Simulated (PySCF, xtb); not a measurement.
NbF4, SMILES [F][Nb+]([F])([F])[F], charge +1, multiplicity 1.

GFN2-xTB in xtb at its own geometry gives an orbital gap of 4.70 eV.

Geometry: PBE0-D3(BJ)/def2-SVP. The spin state was assumed, not searched. The isomer is the one that the SMILES or the coordinates give; other isomers of the formula were not compared. The def2 effective core potentials stand for the cores of Nb; spin–orbit coupling is left out.

Question: What does ωB97X/def2-TZVPD run with PySCF give? (The exact figures need the calculation; the answer reports its results.)

Answer: gap 14.59 eV (levels -22.18 and -7.59 eV).
